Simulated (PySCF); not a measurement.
Species: AlH2(nPr), C3H9Al.
SMILES: `[H][Al]([H])[CH2]CC`

The closed-shell ground state was solved at several levels (PySCF, density fitting, gas phase, non-relativistic). One conformer (not necessarily the lowest) at the PBE0-D3(BJ)/def2-SVP geometry, without solvent, vibrations or thermal averaging.

| level | basis functions | total energy (Eh) | HOMO (eV) | LUMO (eV) | gap (eV) | dipole (D) |
| --- | --- | --- | --- | --- | --- | --- |
| CAM-B3LYP/def2-SVPD | 156 | -361.9136 | -8.92 | -0.44 | 8.48 | 0.77 |
| PBE0/pcSseg-1 (pcSseg-2 on Al) | 139 | -361.8700 | -7.56 | -1.41 | 6.15 | 0.75 |
| B3LYP/pcSseg-1 (pcSseg-2 on Al) | 139 | -362.1738 | -7.35 | -1.62 | 5.73 | 0.74 |

Question: What might PBE/pcSseg-1 (pcSseg-2 on Al) (139 basis functions) give for the same quantities?

Answer: Total energy -361.8207 Eh, HOMO -6.33 eV, LUMO -2.16 eV, gap 4.17 eV, dipole 0.81 D.

Question: Over all these levels, which gives the widest orbital gap and which the narrowest?

Answer: CAM-B3LYP/def2-SVPD (range-separated hybrid) has the widest, 8.48 eV, and PBE/pcSseg-1 (pcSseg-2 on Al) (GGA) the narrowest, 4.17 eV. Functional and basis both differ between the two, so the spread mixes both effects.

Question: In the pcSseg-1 (pcSseg-2 on Al) basis, how does the gap go with the fixed share of exact exchange?

Answer: PBE (0 %) 4.17 eV; B3LYP (20 %) 5.73 eV; PBE0 (25 %) 6.15 eV. Each rise in the share widens the gap here.

Question: How far do the dipole and the HOMO energy spread over the levels?

Answer: The dipole runs from 0.74 to 0.81 D (mean 0.77 D) and the HOMO from -8.92 to -6.33 eV.
